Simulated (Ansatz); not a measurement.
A nudged elastic band was laid between two geometries of F6Mo + H2S (10 atoms, charge 0, multiplicity 1).

Level of theory: RKS BHLYP/def2-SVP (Ansatz 0.2.0).

```yaml
movable_images: 5
climbing_image: yes
spring: 5.0 eV/Å²
optimiser: quadratic models (default)
start_path: through a guess of the saddle point
force_threshold: 0.03 eV/Å
iteration_limit: 60
end_points: relaxed
```

Image 0:

```xyz
10
Properties=species:S:1:pos:R:3
Mo -0.284 -0.227 -0.279
F -0.182 0.002 1.509
F 1.515 -0.178 -0.402
F -0.378 1.553 -0.526
F -2.085 -0.305 -0.161
F -0.209 -2.018 -0.043
F -0.398 -0.481 -2.063
S 2.369 2.370 1.929
H 3.233 1.353 1.800
H 1.754 1.805 2.978
```

Image 6:

```xyz
10
Properties=species:S:1:pos:R:3
Mo 0.198 0.179 -0.356
F 0.933 0.612 3.099
F 1.558 -0.814 0.339
F -0.808 1.570 -0.927
F -0.830 0.218 1.187
F -0.641 -1.432 -0.594
F 0.726 0.008 -2.084
S 1.601 1.900 0.310
H 2.515 1.183 0.981
H 0.083 0.451 2.788
```

(1) Which bonds break or form, and what moves?

(2) Give the energies along the band, and the barrier.

(3) What is the geometry of the highest image?

Answers

(1) Bonds broken: Mo1–F2, S8–H10. Bonds formed: Mo1–S8, F2–H10. F6Mo + H2S becomes F5HMoS + FH.

(2) The forces met the threshold. The highest image is number 2 of 0 to 6, 25.3 kcal/mol above the first end and 13.2 kcal/mol above the last; the last end lies 12.0 kcal/mol above the first. The profile has 2 maxima (images 2, 5) with wells between them (image 4): this band takes more than one step, which may be the mechanism or a detour left from its start path. A vibrational analysis at the climbing image gives one clearly imaginary mode, 1080i cm⁻¹: a first-order saddle point. The orbitals stay closed-shell, which can raise the energy where a bond breaks towards radicals; this wasn't checked here.

```csv
image,path coordinate (Å),energy (kcal/mol),Mo1–F2 (Å),S8–H10 (Å),Mo1–S8 (Å)
0,0.00,0.0,1.81,1.34,4.32
1,1.86,5.5,1.82,1.34,3.86
2,3.73,25.3,2.09,1.57,2.62
3,6.80,13.8,3.12,3.95,2.32
4,9.87,12.9,3.78,3.30,2.32
5,12.95,15.0,3.61,3.21,2.32
6,16.02,12.0,3.56,3.25,2.32
```

(3) 
```xyz
10
Properties=species:S:1:pos:R:3
Mo 0.170 0.165 -0.102
F -0.463 0.722 1.816
F 1.708 -0.135 -1.035
F -0.229 1.923 -0.285
F -1.395 -0.700 0.176
F 0.853 -1.210 0.890
F -0.439 0.069 -1.816
S 1.960 1.458 1.302
H 2.579 0.361 1.766
H 0.591 1.221 2.030
```

Time of the run: 19 min on 4 threads of Arm Neoverse V1 (shared host), peak memory 0.51 GiB.
